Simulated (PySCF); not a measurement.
**Removing an electron from `CO[SiH2]C(C)C`**

C4H12OSi.
Atom-mapped SMILES: `[CH3:1][O:2][SiH2:3][CH:4]([CH3:5])[CH3:6]` (hydrogens: H7, H8, H9 on C1; H10, H11 on Si3; H12 on C4; H13, H14, H15 on C5; H16, H17, H18 on C6)

Cartesian coordinates in Å at the PBE0-D3(BJ)/def2-SVP level; atoms count from 1:
```xyz
18
C4H12OSi angstrom
C      2.6051   -0.1661   -0.9137
O      1.2229   -0.0920   -0.7248
Si     0.4557   -0.1760    0.7552
C     -1.3830   -0.0292    0.4001
C     -1.8658   -1.1930   -0.4663
C     -1.7119    1.3260   -0.2270
H      3.1409    0.6536   -0.3988
H      3.0246   -1.1241   -0.5527
H      2.8236   -0.0872   -1.9900
H      0.7823   -1.4780    1.4265
H      0.9343    0.9356    1.6428
H     -1.8785   -0.0928    1.3881
H     -1.3440   -1.2018   -1.4365
H     -2.9468   -1.1132   -0.6693
H     -1.6883   -2.1675    0.0152
H     -1.4230    2.1643    0.4262
H     -2.7923    1.4169   -0.4286
H     -1.1824    1.4529   -1.1847
```

Level: PBE0/def2-SVPD (PySCF). Frontier orbitals with their largest atomic shares (Löwdin; up to four atoms above 4 %):

```json
{"orbital": "HOMO−3", "ε (eV)": "-9.47", "main atoms": "Si3 19 %, H10 12 %, H11 12 %, C4 11 %"}
{"orbital": "HOMO−2", "ε (eV)": "-8.79", "main atoms": "O2 46 %, C1 16 %, H9 9 %, Si3 7 %"}
{"orbital": "HOMO−1", "ε (eV)": "-8.03", "main atoms": "C4 30 %, Si3 20 %, C6 8 %, C5 8 %"}
{"orbital": "HOMO", "ε (eV)": "-7.94", "main atoms": "?"}
{"orbital": "LUMO", "ε (eV)": "0.48", "main atoms": "Si3 25 %, C1 14 %, O2 10 %, H11 8 %"}
{"orbital": "LUMO+1", "ε (eV)": "0.76", "main atoms": "Si3 23 %, H12 11 %, C6 8 %, C5 8 %"}
{"orbital": "LUMO+2", "ε (eV)": "1.09", "main atoms": "Si3 19 %, C1 16 %, H8 10 %, H7 10 %"}
```

Problem. What vertical ionisation energy does ΔSCF give, and how far is −ε(HOMO) from it?

Solution. ΔSCF: 9.99 eV (964 kJ/mol; threshold wavelength 124 nm); ⟨S²⟩ of the doublet left behind is 0.758, against 0.75 for a pure doublet. −ε(HOMO) is 7.94 eV, 2.05 eV below it. For the exact functional −ε(HOMO) would equal the first vertical ionisation energy; PBE0 (global hybrid, 25 % exact exchange) falls short of its own ΔSCF value by 21 %.

Problem. On which atoms does the HOMO lie?

Solution. O2 (silyl ether oxygen) 51 %, Si3 (oxygen-bound silicon) 12 %, C1 (methoxy carbon) 11 %, H11 (Si–H hydrogen) 8 %. The HOMO−1 lies 0.09 eV lower.

Problem. Shift the occupied levels rigidly so that −ε(HOMO) equals the ΔSCF value. What binding energies result?

Solution. The shift is +2.05 eV: HOMO 9.99, HOMO−1 10.08, HOMO−2 10.84, HOMO−3 11.52 eV. A rigid shift is only a rough guide to the deeper ionisations.

Problem. With α = 81.7 au, estimate the like-pair dispersion coefficient by London's formula C6 = (3/4)α²I.

Solution. I = 0.3672 Eh, so C6 ≈ 1840 au, a rough estimate.

The structure is a single PBE0-D3(BJ)/def2-SVP conformer in the gas phase; no vibrational or solvent corrections.

These values come from a run that also computed excited states and ΔSCF ions. Time: 7.4 min. Hardware: an Arm Neoverse N1 with one thread (shared host).
